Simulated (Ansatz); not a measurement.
The inner images of a band of C₂H₈FNSi₂ (14 atoms, charge 0, multiplicity 1) are given out of order.

Method: RKS r2SCAN-D4/STO-3G (Ansatz).

First end point:

```xyz
14
Properties=species:S:1:pos:R:3
N -0.404 -1.216 2.066
C -0.019 -0.935 0.836
C -0.475 -1.946 -0.273
F -0.485 -1.302 -1.525
Si 0.986 0.529 0.170
Si -0.293 2.059 -0.887
H 0.001 -0.436 2.692
H -1.482 -2.358 -0.020
H 0.243 -2.808 -0.293
H 2.025 0.016 -0.699
H 1.628 1.127 1.323
H 0.475 3.258 -1.141
H -0.783 1.559 -2.150
H -1.429 2.422 -0.069
```

Last end point:

```xyz
14
Properties=species:S:1:pos:R:3
N -0.596 -1.228 1.996
C -0.141 -0.916 0.796
C -0.659 -1.839 -0.363
F -1.539 -2.826 0.093
Si 1.034 0.486 0.296
Si -0.008 2.069 -0.927
H -0.155 -0.515 2.677
H 0.233 -2.301 -0.866
H -1.154 -1.190 -1.135
H 2.134 -0.093 -0.449
H 1.565 1.037 1.526
H 0.905 3.145 -1.247
H -0.503 1.514 -2.166
H -1.128 2.627 -0.202
```

**Question.** Put them in order from the first end to the last, with their energies above the first end.
A.
```xyz
14
Properties=species:S:1:pos:R:3
N -1.307 -0.752 1.850
C -0.507 -0.750 0.800
C -0.937 -1.733 -0.350
F -2.310 -2.007 -0.331
Si 1.047 0.291 0.492
Si 0.650 1.892 -1.048
H -0.888 -0.042 2.548
H -0.347 -2.681 -0.232
H -0.633 -1.292 -1.335
H 2.115 -0.587 0.061
H 1.423 0.870 1.766
H 1.816 2.728 -1.228
H 0.318 1.300 -2.324
H -0.452 2.734 -0.640
```
B.
```xyz
14
Properties=species:S:1:pos:R:3
N -0.564 -1.175 2.041
C -0.102 -0.922 0.830
C -0.564 -1.933 -0.274
F -1.046 -1.246 -1.407
Si 1.003 0.501 0.243
Si -0.116 2.058 -0.946
H -0.157 -0.409 2.686
H -1.348 -2.601 0.159
H 0.308 -2.574 -0.567
H 2.084 -0.067 -0.538
H 1.576 1.086 1.439
H 0.740 3.197 -1.195
H -0.551 1.534 -2.221
H -1.277 2.521 -0.219
```
C.
```xyz
14
Properties=species:S:1:pos:R:3
N -1.112 -0.918 1.912
C -0.394 -0.816 0.808
C -0.842 -1.798 -0.342
F -2.215 -1.677 -0.620
Si 1.047 0.359 0.445
Si 0.462 1.960 -1.034
H -0.714 -0.186 2.600
H -0.604 -2.846 -0.024
H -0.241 -1.587 -1.263
H 2.155 -0.427 -0.060
H 1.444 0.937 1.712
H 1.564 2.872 -1.250
H 0.102 1.377 -2.307
H -0.666 2.721 -0.547
```
D.
```xyz
14
Properties=species:S:1:pos:R:3
N -0.903 -1.062 1.968
C -0.280 -0.875 0.817
C -0.746 -1.856 -0.322
F -1.952 -1.399 -0.897
Si 1.033 0.421 0.389
Si 0.270 2.009 -1.020
H -0.529 -0.306 2.643
H -0.890 -2.873 0.119
H 0.046 -1.926 -1.110
H 2.162 -0.277 -0.193
H 1.464 1.001 1.644
H 1.301 2.994 -1.261
H -0.112 1.434 -2.290
H -0.877 2.684 -0.458
```
E.
```xyz
14
Properties=species:S:1:pos:R:3
N -0.711 -1.148 2.014
C -0.179 -0.909 0.827
C -0.656 -1.893 -0.297
F -1.547 -1.232 -1.171
Si 1.019 0.468 0.325
Si 0.071 2.031 -0.997
H -0.325 -0.388 2.678
H -1.156 -2.766 0.189
H 0.227 -2.269 -0.873
H 2.146 -0.150 -0.344
H 1.502 1.058 1.557
H 1.017 3.094 -1.254
H -0.329 1.466 -2.265
H -1.091 2.607 -0.360
```

**Answer.** B (+0.011 eV), E (+0.041 eV), D (+0.096 eV), C (+0.119 eV), A (+0.080 eV).

The run took 3.2 min on 1 thread of Arm Neoverse V2 (shared host), peak memory 0.13 GiB.
